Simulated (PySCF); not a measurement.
C6H17NSi.
SMILES: `CC(C)N([SiH3])C(C)C`

Computed, not measured: TDDFT PBE0/def2-SVPD, vertical, gas phase, core orbitals frozen in the response in PySCF. Isolated species at its PBE0-D3(BJ)/def2-SVP geometry (one conformer only). Torsions of this conformer, `[CH3:1][CH:2]([CH3:3])[N:4]([SiH3:5])[CH:6]([CH3:7])[CH3:8]`: C1–C2–N4–Si5 76°, C2–N4–C6–C7 -65°.

Computed states:

| state | E (eV) | f |
| --- | --- | --- |
| S1 | 5.53 | 0.0062 |
| S2 | 5.90 | 0.0033 |
| S3 | 6.14 | 0.0082 |
| S4 | 6.39 | 0.0031 |
| S5 | 6.55 | 0.0005 |
| S6 | 6.61 | 0.0053 |
| S7 | 6.71 | 0.031 |
| S8 | 7.23 | 0.029 |
| S9 | 7.54 | 0.027 |
| S10 | 7.60 | 0.032 |

Each state is given a Gaussian of 0.3 eV full width at half maximum, with ε(max) = 2.175×10⁸ f / Δν̃ (Δν̃ the width in cm⁻¹). The width is an assumption, not a result. The curve ends short of the highest state used, and states not computed would add to its high-energy end.

(1) Give the broadened spectrum and its maxima.

(2) Coming from long wavelengths, where does ε first pass 100 L mol⁻¹ cm⁻¹?

(3) On this curve, what absorbance would a 10⁻³ mol/L sample give at 193 nm over a 1 cm path?

## Answers

(1) 
E (eV), ε (L mol⁻¹ cm⁻¹) and a bar:
```
     5.08          1 
     5.13          4 
     5.17         10 
     5.21         24 
     5.26         58 #
     5.30        108 #
     5.35        204 ##
     5.39        303 ###
     5.44        432 ####
     5.48        515 #####
     5.53        560 #####
     5.57        539 #####
     5.62        460 ####
     5.66        381 ####
     5.71        304 ###
     5.75        279 ###
     5.80        296 ###
     5.84        339 ###
     5.88        397 ####
     5.93        483 #####
     5.97        562 #####
     6.02        670 ######
     6.06        752 #######
     6.11        820 ########
     6.15        827 ########
     6.20        773 #######
     6.24        700 #######
     6.29        612 ######
     6.33        579 #####
     6.38        617 ######
     6.42        739 #######
     6.47       1041 ##########
     6.51       1416 #############
     6.56       2020 ###################
     6.60       2530 ########################
     6.64       2952 ############################
     6.69       3191 ##############################
     6.73       3079 #############################
     6.78       2593 ########################
     6.82       2044 ###################
     6.87       1358 #############
     6.91        941 #########
     6.96        686 ######
     7.00        721 #######
```

Maxima: 224 nm (5.53 eV), ε about 560, made up of S1 (99%); 202 nm (6.14 eV), ε about 830, made up of S3 (89%); 185 nm (6.69 eV), ε about 3200, made up of S6 (12%) and S7 (87%) (ε in L mol⁻¹ cm⁻¹; maxima over ε = 5, shares over 10%). At its high-energy end, 7.00 eV, the curve is still rising (ε about 720, from S7 and S8).

(2) At about 234 nm (5.29 eV), 0.24 eV below S1.

(3) 193 nm is 6.424 eV, where ε is about 760 L mol⁻¹ cm⁻¹, so A = ε c l ≈ 0.76 (Beer–Lambert, with the gas-phase spectrum and the assumed width).

The vertical ionisation energy (ΔSCF) is 7.82 eV, 0.22 eV above S10.
